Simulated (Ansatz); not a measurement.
A structure relaxed at B3LYP-D4/def2-SVP in Ansatz, charge 0, singlet:

```tsv
atom	x (Å)	y (Å)	z (Å)
Ge1	0.736	1.943	0.728
Ge2	0.412	-0.983	-1.250
Te3	-1.470	-1.877	0.430
Te4	0.796	-0.735	1.563
Te5	-0.474	1.652	-1.471
```

(1) Give its formula.

(2) Summarise the bond lengths by kind (pairs closer than 1.2 times the sum of covalent radii, bridged metal pairs left out).

Answers

(1) the cluster Ge₂Te₃.

(2) 5 × Ge–Te 2.53 to 2.85 Å; 1 × Te–Te 2.78 Å.

In the def2 sets Te takes a core potential; there is no spin–orbit coupling. Another isomer (singlet) lies 0.29 eV lower at PBE0-D4/def2-TZVP; other spin states weren't run for this one.
